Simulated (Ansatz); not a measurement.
`C[SiH2][SnH3]` + `O[SiH3]` → `[SiH3][O][SnH3]` + `C[SiH3]`  (cleavage of the Sn–Si bond)

Computed with Ansatz on PBE0-D4/def2-TZVP structures; ΔE is electronic, products minus reactants. CCSD(T)/CBS adds triple-zeta CCSD(T) − MP2 to the extrapolated MP2 energy (def2 sets, frozen cores). This one scheme is used for every species. DFT in def2-TZVPP. Elements past krypton have def2 core potentials. For Sn outer-core shells are correlated without core-valence functions, which leaves a few kJ/mol of doubt a bond.

`C[SiH2][SnH3]`:

Z-matrix (Å, degrees):
```
C
Si 1 1.876
H 1 1.092 2 110.8
H 1 1.092 2 110.6 3 120.0
H 1 1.092 2 110.8 3 -120.0
Sn 2 2.563 1 111.5 3 60.0
H 2 1.490 1 110.3 3 -179.3
H 2 1.490 1 110.3 3 -60.7
H 6 1.711 2 111.0 1 -59.8
H 6 1.711 2 111.0 1 59.4
H 6 1.708 2 111.9 1 179.8
```

`O[SiH3]`:

Cartesian coordinates in Å:
```
O 1.220 0.085 -0.383
Si -0.375 0.123 0.030
H 1.741 -0.662 -0.087
H -1.112 -1.051 -0.513
H -0.916 1.371 -0.554
H -0.559 0.134 1.508
```

`[SiH3][O][SnH3]`:

Cartesian coordinates in Å:
```
Si 0.850 0.049 -1.395
O 0.481 0.520 0.118
Sn -0.833 0.017 1.487
H 1.232 -1.393 -1.439
H 1.991 0.862 -1.889
H -0.307 0.232 -2.320
H -0.474 1.048 2.788
H -0.567 -1.630 1.840
H -2.373 0.294 0.812
```

`C[SiH3]`:

Z-matrix (Å, degrees):
```
C
Si 1 1.871
H 1 1.092 2 110.8
H 1 1.092 2 110.8 3 -120.0
H 1 1.092 2 110.8 3 120.0
H 2 1.488 1 110.7 3 -179.9
H 2 1.488 1 110.7 3 -59.9
H 2 1.488 1 110.7 3 60.1
```

CCSD(T)/CBS gives -9.6 kJ/mol.

Problem. Another level gave -15.3 kJ/mol. Which?
A. LDA (SPW92)/def2-TZVPP
B. r2SCAN/def2-TZVPP
C. CAM-B3LYP/def2-TZVPP
D. revPBE/def2-TZVPP

Solution. C. CAM-B3LYP -15.3, revPBE 4.3, r2SCAN -5.7, LDA (SPW92) 14.3 kJ/mol.

Largest T1 diagnostic among the species: 0.013.

In def2-TZVPP, CCSD(T) changes the Hartree–Fock value by +18.8 kJ/mol (the triples alone add +1.0 kJ/mol) and MP2 by +18.9 kJ/mol. At CCSD(T), def2-SVP lies −7.4 kJ/mol from the extrapolated value and def2-TZVPP −0.7 kJ/mol. From BLYP to BHLYP (50 % exact exchange), in def2-TZVPP and without D4, ΔE moves by −5.2 kJ/mol.
